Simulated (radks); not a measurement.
Initial-state core-level shifts of the nickel ion Ni2+ when its valence configuration changes from [Ar] 3d8. Method: scalar-relativistic Kohn-Sham, PBE, spin-polarised, spherical densities, finite nucleus; open shells are filled with parallel spins first; Fermi nuclear charge, rms radius 3.7757 fm; computed with a radial shooting solver on a logarithmic mesh with Libxc functionals. Shifts are changes of the shell-averaged eigenvalues in eV (positive: less bound); the change of the density at the nucleus, which sets a Mossbauer isomer shift, is in e/bohr^3, on a base of 1.977e+04.

| valence | 1s | 2p | 3s | 3p | density at nucleus |
|---|---|---|---|---|---|
| 3d7.5 4s0.5 | -3.660 | -4.052 | -3.552 | -3.452 | +7.305 |
| 3d6 4p2 | -19.004 | -20.756 | -17.994 | -17.536 | +5.907 |
| 3d6 4s2 | -16.489 | -18.280 | -15.500 | -15.068 | +34.114 |
| 3d7 4p1 | -9.048 | -9.816 | -8.748 | -8.534 | +2.506 |
| 3d6 4s1 4p1 | -17.650 | -19.449 | -16.639 | -16.190 | +20.902 |
| 3d7 4s1 | -7.601 | -8.434 | -7.297 | -7.089 | +15.638 |
| 3d7.5 4p0.5 | -4.400 | -4.756 | -4.295 | -4.193 | +1.138 |
| 3d6.5 4p1.5 | -13.920 | -15.155 | -13.322 | -12.989 | +4.098 |
| 3d6 4s0.5 4p1.5 | -18.331 | -20.106 | -17.320 | -16.867 | +13.443 |
